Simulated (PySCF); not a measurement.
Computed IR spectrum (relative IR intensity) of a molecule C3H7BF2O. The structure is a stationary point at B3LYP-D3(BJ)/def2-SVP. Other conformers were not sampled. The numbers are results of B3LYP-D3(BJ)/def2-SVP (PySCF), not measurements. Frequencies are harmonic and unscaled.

```tsv
ν (cm⁻¹)	relative intensity
176	2.1
208	3.2
425	6.8
470	19
498	8.7
559	63
665	5.8
773	3.3
804	9.5
903	5.8
975	46
992	94
1049	4.4
1101	17
1137	38
1242	34
1279	33
1320	42
1360	4.8
1402	8.0
1423	96
1453	66
1467	100
1474	19
1484	13
2986	18
3015	35
3031	9.7
3069	14
3111	23
3132	9.0
3871	47
```

Q: Which structure fits?
(A) CO[C@H](C)B(F)F
(B) C[C@H](F)B(O)CF
(C) CC[C@@H](F)B(O)F
(D) CCOB(F)CF

A: C, CC[C@@H](F)B(O)F
